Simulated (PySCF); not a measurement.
CF3, SMILES F[C+](F)F, charge +1. Geometry: B3LYP-D3(BJ)/def2-TZVP.

Method: PySCF with B3LYP-D3(BJ)/def2-TZVP.

Harmonic wavenumbers (cm⁻¹): 587, 587, 798, 1048, 1660, 1660. Rotational constants (GHz): 11.61, 11.61, 5.807; symmetry number 6.

Question: Work out the zero-point energy and the ideal-gas rigid-rotor harmonic-oscillator thermochemistry at 298.15 K and 1 atm.

Answer: ZPE = ½ Σ hcν = ½ × 6341 cm⁻¹ = 9.06 kcal/mol. H − E(el) = 11.72 kcal/mol. Entropy in cal/(mol K): translation 38.61, rotation 19.97, vibration 1.24, total 59.83. G − E(el) = -6.12 kcal/mol. Cp = 11.13 cal/(mol K).
